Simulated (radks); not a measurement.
The numbers below are computed, except where a source is named.
Fractional charge and spin in the 4d shell of rhodium: the spin-up occupation runs from 4 to 5 and the spin-down occupation from 2 to 3; the fullest corner is Rh, [Kr] 5s(up 0.5, down 0.5) 4d(up 5, down 3). Level of theory: scalar-relativistic Kohn-Sham, SCAN, spin-polarised, spherical densities, finite nucleus; meta-GGA in the generalised Kohn-Sham scheme; Fermi nuclear charge, rms radius of each element as measured or else 0.836 A^(1/3) + 0.57 fm (a radial shooting solver on a logarithmic mesh with Libxc functionals). Energy (eV) above the fullest corner. The planes named below are the two flat planes that join the four corners, with an edge along up + down = one added electron.

down \ up       4     4.5       5
2          34.211  20.600  10.082
2.5        21.555  11.222   3.773
3          11.897   4.637   0.000

Corners above the fullest one (they belong to Rh+ and the next ion): (up 5, down 2) 10.082 eV, (up 4, down 3) 11.897 eV, (up 4, down 2) 34.211 eV. With half an added electron in each spin the energy lies 0.232 eV from the planes, and with half an added electron in spin up alone -1.547 eV. The planes are only a guide here: the flat-plane condition holds for ground states with one frontier orbital, while this shell lies below other occupied shells, so the corners above the fullest one are inner-hole states and not the ground states of those ions.
